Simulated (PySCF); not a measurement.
# RhH2: breathing scan

These are results of UPBE0 in PySCF with Rh def2-TZVP with ECP28, H def2-TZVP; scalar-relativistic core potentials, no spin–orbit coupling; density-fitted integrals, not measurements.

Rigid scan from the doublet minimum (Rh–H 1.522 Å (×2); H–Rh–H 81.8°). Coordinate: all bonds to the central atom scaled together. Energies in kJ/mol from the minimum.

(1) Predict the curve at 0.88, 0.92, 0.96, 1.00, 1.04, 1.08, 1.14, 1.22, 1.35.

## Answers

(1) 
```
scale of all bonds to the centre  E (kJ/mol)  dipole size (D)  ⟨S²⟩
                            0.88        79.7             2.19  0.75
                            0.92        31.9             2.27  0.75
                            0.96         7.2             2.35  0.75
                            1.00         0.0             2.43  0.75
                            1.04         6.0             2.50  0.76
                            1.08        21.7             2.57  0.76
                            1.14        58.1             2.66  0.76
                            1.22       120.5             2.79  0.79
                            1.35       229.1             2.93  1.04
```

Spin contamination is strong at 1.35, so these points are less reliable.

Other spin states or occupations of the open shell can lie lower.
